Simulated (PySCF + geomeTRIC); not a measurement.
Computed with BP86-D3(BJ)/def2-SVP (PySCF + geomeTRIC). fastk is a local helper that only speeds up exchange builds. No frequencies were computed at this level.

```python
import json, numpy as np
from pyscf import gto, dft
from fastk import lowrank_exchange
atoms = """
Mo     0.008628     0.158962     0.108703
F     -1.282727     1.516519     0.084235
C      1.406196     1.714393     0.699487
H      1.216469     2.562534     0.029490
H      2.475243     1.489182     0.637998
H      1.213530     2.080502     1.713383
C     -1.610536    -0.731843     1.277809
H     -1.482385    -1.737235     1.669700
H     -2.528052    -0.724591     0.671834
H     -1.782410    -0.060015     2.132748
C      1.288605    -0.898427     1.543093
H      2.309496    -0.995741     1.141260
H      1.013407    -1.895344     1.885937
H      1.380246    -0.295807     2.455079
C      0.330255     0.488903    -2.014560
H     -0.283414    -0.068435    -2.725872
H      1.379123     0.314592    -2.293441
H      0.123146     1.550931    -2.197086
C      0.156271    -1.893858    -0.643469
H     -0.701592    -2.011771    -1.319406
H      0.100946    -2.741327     0.038865
H      1.051281    -2.067440    -1.257343
"""
def scf(charge, spin, dm0=None):
    mol = gto.M(atom=atoms, basis='def2-svp', ecp={'Mo': 'def2-svp'}, charge=charge, spin=spin, verbose=3, max_memory=3360)
    mf = dft.KS(mol, xc='bp86').density_fit(auxbasis="def2-universal-jkfit")
    mf.disp = 'd3bj'
    mf.grids.level = 3
    mf.conv_tol = 1e-8
    mf.max_cycle = 120
    mf.level_shift = 0.25
    mf.kernel(dm0)
    if not mf.converged:
        mf = mf.newton().run(mf.mo_coeff, mf.mo_occ).undo_soscf()
    return mf
mf = scf(0, 0)
from pyscf.geomopt.geometric_solver import kernel as optimize
path = []
done, mol = optimize(mf, maxsteps=120, assert_convergence=False, callback=lambda env: path.append((env["energy"], bool(env["g_scanner"].converged))))
res = dict(converged=bool(done and path[-1][1]), energy=path[-1][0], path=[e for e, c in path], xyz=mol.atom_coords(unit="Angstrom").tolist(), nao=mol.nao)
json.dump(res, open("result.json", "w"))
```

Output:

```
converged SCF energy = -367.460614597619
Geometry optimization cycle 1
converged SCF energy = -367.46061459069
cycle 1: E = -367.460614591  dE = -367.461  norm(grad) = 0.0523318
Geometry optimization cycle 2
converged SCF energy = -367.470010373692
cycle 2: E = -367.470010374  dE = -0.00939578  norm(grad) = 0.037739
Geometry optimization cycle 3
converged SCF energy = -367.472349218769
cycle 3: E = -367.472349219  dE = -0.00233885  norm(grad) = 0.0212548
Geometry optimization cycle 4
converged SCF energy = -367.473273420969
cycle 4: E = -367.473273421  dE = -0.000924202  norm(grad) = 0.00799743
Geometry optimization cycle 5
converged SCF energy = -367.47337395877
cycle 5: E = -367.473373959  dE = -0.000100538  norm(grad) = 0.00698356
Geometry optimization cycle 6
converged SCF energy = -367.4735747841
cycle 6: E = -367.473574784  dE = -0.000200825  norm(grad) = 0.00405583
Geometry optimization cycle 7
converged SCF energy = -367.473608781629
cycle 7: E = -367.473608782  dE = -3.39975e-05  norm(grad) = 0.00173482
Geometry optimization cycle 8
converged SCF energy = -367.473628793879
cycle 8: E = -367.473628794  dE = -2.00122e-05  norm(grad) = 0.00160588
Geometry optimization cycle 9
converged SCF energy = -367.473640375858
cycle 9: E = -367.473640376  dE = -1.1582e-05  norm(grad) = 0.00155916
Geometry optimization cycle 10
converged SCF energy = -367.473652955686
cycle 10: E = -367.473652956  dE = -1.25798e-05  norm(grad) = 0.00141927
Geometry optimization cycle 11
converged SCF energy = -367.473660441774
cycle 11: E = -367.473660442  dE = -7.48609e-06  norm(grad) = 0.00130605
Geometry optimization cycle 12
converged SCF energy = -367.473665393208
cycle 12: E = -367.473665393  dE = -4.95143e-06  norm(grad) = 0.00163662
Geometry optimization cycle 13
converged SCF energy = -367.473668022967
cycle 13: E = -367.473668023  dE = -2.62976e-06  norm(grad) = 0.00194682
Geometry optimization cycle 14
converged SCF energy = -367.473676349413
cycle 14: E = -367.473676349  dE = -8.32645e-06  norm(grad) = 0.00161102
Geometry optimization cycle 15
converged SCF energy = -367.47368753056
cycle 15: E = -367.473687531  dE = -1.11811e-05  norm(grad) = 0.000999685
Geometry optimization cycle 16
converged SCF energy = -367.473687447468
cycle 16: E = -367.473687447  dE = 8.3092e-08  norm(grad) = 0.00122324
Geometry optimization cycle 17
converged SCF energy = -367.473688804083
cycle 17: E = -367.473688804  dE = -1.35661e-06  norm(grad) = 0.00133941
Geometry optimization cycle 18
converged SCF energy = -367.473694555324
cycle 18: E = -367.473694555  dE = -5.75124e-06  norm(grad) = 0.000923316
Geometry optimization cycle 19
converged SCF energy = -367.473698763514
cycle 19: E = -367.473698764  dE = -4.20819e-06  norm(grad) = 0.000621079
Geometry optimization cycle 20
converged SCF energy = -367.473701938197
cycle 20: E = -367.473701938  dE = -3.17468e-06  norm(grad) = 0.000470201
Geometry optimization cycle 21
converged SCF energy = -367.473704682645
cycle 21: E = -367.473704683  dE = -2.74445e-06  norm(grad) = 0.00040247
Geometry optimization cycle 22
converged SCF energy = -367.473706862116
cycle 22: E = -367.473706862  dE = -2.17947e-06  norm(grad) = 0.000322933
Geometry optimization cycle 23
converged SCF energy = -367.473707783341
cycle 23: E = -367.473707783  dE = -9.21225e-07  norm(grad) = 0.000250779
<class 'geometric.internal.Distance'> : 21
<class 'geometric.internal.Angle'> : 39
<class 'geometric.internal.OutOfPlane'> : 6
<class 'geometric.internal.Dihedral'> : 75
<class 'geometric.internal.TranslationX'> : 1
<class 'geometric.internal.TranslationY'> : 1
<class 'geometric.internal.TranslationZ'> : 1
<class 'geometric.internal.RotationA'> : 1
<class 'geometric.internal.RotationB'> : 1
<class 'geometric.internal.RotationC'> : 1
Step    0 : Gradient = 1.116e-02/1.598e-02 (rms/max) Energy = -367.4606145907
Step    1 : Displace = 1.065e-01/2.146e-01 (rms/max) Trust = 1.000e-01 (=) Grad = 8.046e-03/2.544e-02 (rms/max) E (change) = -367.4700103737 (-9.396e-03) Quality = 0.912
Step    2 : Displace = 3.053e-02/4.533e-02 (rms/max) Trust = 1.414e-01 (+) Grad = 4.532e-03/1.519e-02 (rms/max) E (change) = -367.4723492188 (-2.339e-03) Quality = 1.217
Step    3 : Displace = 2.446e-02/4.540e-02 (rms/max) Trust = 2.000e-01 (+) Grad = 1.705e-03/4.474e-03 (rms/max) E (change) = -367.4732734210 (-9.242e-04) Quality = 1.198
Step    4 : Displace = 2.693e-02/4.351e-02 (rms/max) Trust = 2.828e-01 (+) Grad = 1.489e-03/2.988e-03 (rms/max) E (change) = -367.4733739588 (-1.005e-04) Quality = 0.326
Step    5 : Displace = 1.727e-02/3.111e-02 (rms/max) Trust = 2.828e-01 (=) Grad = 8.647e-04/1.598e-03 (rms/max) E (change) = -367.4735747841 (-2.008e-04) Quality = 1.057
Step    6 : Displace = 6.575e-03/1.231e-02 (rms/max) Trust = 3.000e-01 (+) Grad = 3.699e-04/1.313e-03 (rms/max) E (change) = -367.4736087816 (-3.400e-05) Quality = 1.055
Step    7 : Displace = 6.086e-03/1.014e-02 (rms/max) Trust = 3.000e-01 (=) Grad = 3.424e-04/5.951e-04 (rms/max) E (change) = -367.4736287939 (-2.001e-05) Quality = 1.097
Step    8 : Displace = 6.110e-03/1.049e-02 (rms/max) Trust = 3.000e-01 (=) Grad = 3.324e-04/7.337e-04 (rms/max) E (change) = -367.4736403759 (-1.158e-05) Quality = 1.124
Step    9 : Displace = 9.834e-03/1.803e-02 (rms/max) Trust = 3.000e-01 (=) Grad = 3.026e-04/8.004e-04 (rms/max) E (change) = -367.4736529557 (-1.258e-05) Quality = 0.881
Step   10 : Displace = 9.562e-03/1.656e-02 (rms/max) Trust = 3.000e-01 (=) Grad = 2.785e-04/1.006e-03 (rms/max) E (change) = -367.4736604418 (-7.486e-06) Quality = 0.673
Step   11 : Displace = 1.060e-02/2.038e-02 (rms/max) Trust = 3.000e-01 (=) Grad = 3.489e-04/1.109e-03 (rms/max) E (change) = -367.4736653932 (-4.951e-06) Quality = 0.458
Step   12 : Displace = 1.516e-02/2.816e-02 (rms/max) Trust = 3.000e-01 (=) Grad = 4.151e-04/9.485e-04 (rms/max) E (change) = -367.4736680230 (-2.630e-06) Quality = 0.171
Step   13 : Displace = 7.701e-03/1.601e-02 (rms/max) Trust = 7.582e-03 (-) Grad = 3.435e-04/8.691e-04 (rms/max) E (change) = -367.4736763494 (-8.326e-06) Quality = 0.549
Step   14 : Displace = 7.470e-03/1.781e-02 (rms/max) Trust = 7.582e-03 (=) Grad = 2.131e-04/5.247e-04 (rms/max) E (change) = -367.4736875306 (-1.118e-05) Quality = 0.461
Step   15 : Displace = 7.670e-03/1.795e-02 (rms/max) Trust = 7.582e-03 (=) Grad = 2.608e-04/6.832e-04 (rms/max) E (change) = -367.4736874475 (+8.309e-08) Quality = -0.005
Step   16 : Displace = 3.881e-03/8.845e-03 (rms/max) Trust = 3.791e-03 (-) Grad = 2.856e-04/7.420e-04 (rms/max) E (change) = -367.4736888041 (-1.357e-06) Quality = 0.103
Step   17 : Displace = 1.853e-03/3.012e-03 (rms/max) Trust = 1.896e-03 (-) Grad = 1.969e-04/5.296e-04 (rms/max) E (change) = -367.4736945553 (-5.751e-06) Quality = 0.709
Step   18 : Displace = 1.729e-03/3.609e-03 (rms/max) Trust = 1.896e-03 (=) Grad = 1.324e-04/4.102e-04 (rms/max) E (change) = -367.4736987635 (-4.208e-06) Quality = 0.590
Step   19 : Displace = 1.869e-03/3.553e-03 (rms/max) Trust = 1.896e-03 (=) Grad = 1.002e-04/2.503e-04 (rms/max) E (change) = -367.4737019382 (-3.175e-06) Quality = 0.433
Step   20 : Displace = 2.036e-03/3.592e-03 (rms/max) Trust = 1.896e-03 (=) Grad = 8.581e-05/1.780e-04 (rms/max) E (change) = -367.4737046826 (-2.744e-06) Quality = 0.328
Step   21 : Displace = 1.940e-03/3.175e-03 (rms/max) Trust = 1.896e-03 (=) Grad = 6.885e-05/1.177e-04 (rms/max) E (change) = -367.4737068621 (-2.179e-06) Quality = 0.249
Step   22 : Displace = 9.292e-04/1.501e-03 (rms/max) Trust = 9.478e-04 (-) Grad = 5.347e-05/9.715e-05 (rms/max) E (change) = -367.4737077833 (-9.212e-07) Quality = 0.181
Converged! =D
```

Cost: about 24 core-minutes (a rough figure).
